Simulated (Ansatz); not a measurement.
A set of 12 reactions (ligand exchange), with CCSD(T)/CBS values in kJ/mol:

| reaction | ΔE |
| --- | --- |
| `N[Si](N)(O)F` + `BS` → `BS[Si](N)(O)F` + NH₃ | 20.4 |
| `[OH][Ga]([Cl])[Br]` + CH₃OH → `C[O][Ga]([OH])[Br]` + HCl | 56.7 |
| `[CH3][Al]([F])[O][GeH3]` + H₂Se → `[GeH3][SeH]` + `[CH3][Al]([OH])[F]` | -21.9 |
| `[NH2][Sn][NH2]` + HCl → `[NH2][Sn][Cl]` + NH₃ | -109.4 |
| `F[SiH](S)S` + H₂S → `S[SiH](S)S` + H–F | 73.6 |
| `BN=C=N` + `CNCF` → `BN(C)CF` + `N=C=N` | -30.6 |
| `BN([SiH3])[SiH2]Cl` + `F[Si](F)(S)Cl` → `F[Si](F)(Cl)S[SiH2]Cl` + `BN[SiH3]` | -9.6 |
| `C[O][GeH2][AlH2]` + H₂S → `C[O][GeH2][SH]` + `[AlH3]` | -35.7 |
| `O[SiH]([SiH3])S` + H₂Te → `O[SiH]([SiH3])[TeH]` + H₂S | -7.0 |
| `[AlH2][SiH2]O[SiH3]` + `N=C=O` → `O=C=N[SiH3]` + `O[SiH2][AlH2]` | 17.0 |
| `[AlH2][SiH2]O[SiH3]` + `[OH][AlH2]` → `[AlH2][O][SiH2][AlH2]` + `O[SiH3]` | -1.4 |
| `CN(C)P` + `O[SiH3]` → `[SiH3]OP` + `CNC` | -1.5 |

Program: Ansatz. Geometries: PBE0-D4/def2-TZVP. ΔE: electronic, gas phase. CCSD(T)/CBS is the MP2 limit (def2-TZVPP, def2-QZVPP) plus CCSD(T) − MP2 in def2-TZVPP, frozen cores. This one scheme is used for every species. Functionals use def2-TZVPP. B3LYP here is the variant with VWN-RPA as its local correlation; programs differ in this. Elements past krypton have def2 core potentials. For Br, Ga, Ge, Se, Sn, Te outer-core shells are correlated without core-valence functions, which leaves a few kJ/mol of doubt a bond. Scalar relativity is left out up to krypton. One conformer a species, not always the lowest.

Task: Give the mean, mean absolute and largest difference (level minus CCSD(T)/CBS, kJ/mol) for: PBE-D4, PBE0-D4, B3LYP-D4, ωB97X-V, B2PLYP, r2SCAN, PBE0, MP2/def2-TZVPP, CCSD/def2-TZVPP, CCSD(T)/def2-TZVPP, SCS-MP2/def2-QZVPP, HF/CBS(def2), MP2/CBS(def2), CCSD/CBS(def2). (Best estimate.)

Result: Ansatz gave: 
| level | mean | mean absolute | largest |
| --- | --- | --- | --- |
| PBE-D4 | -2.0 | 5.9 | -12.7 |
| PBE0-D4 | -1.4 | 5.4 | -9.4 |
| B3LYP-D4 | 0.9 | 3.2 | 11.1 |
| ωB97X-V | 1.5 | 3.1 | 7.6 |
| B2PLYP | 2.0 | 4.0 | 11.2 |
| r2SCAN | 0.7 | 3.7 | 9.8 |
| PBE0 | -0.4 | 5.3 | 10.6 |
| MP2/def2-TZVPP | -0.4 | 2.6 | -9.4 |
| CCSD/def2-TZVPP | 2.8 | 3.7 | 8.8 |
| CCSD(T)/def2-TZVPP | 1.8 | 2.9 | 5.7 |
| SCS-MP2/def2-QZVPP | 0.6 | 2.6 | -8.4 |
| HF/CBS(def2) | 5.7 | 13.3 | 29.7 |
| MP2/CBS(def2) | -2.2 | 3.7 | -8.6 |
| CCSD/CBS(def2) | 1.0 | 1.9 | 4.4 |

The largest T1 diagnostic in the set is 0.018, for `N=C=O` (customary mark 0.02).

CCSD(T)/CBS is a level of theory with its own doubt, and the functionals carry their triple-zeta basis error, so these figures describe this set and don't rank the functionals.
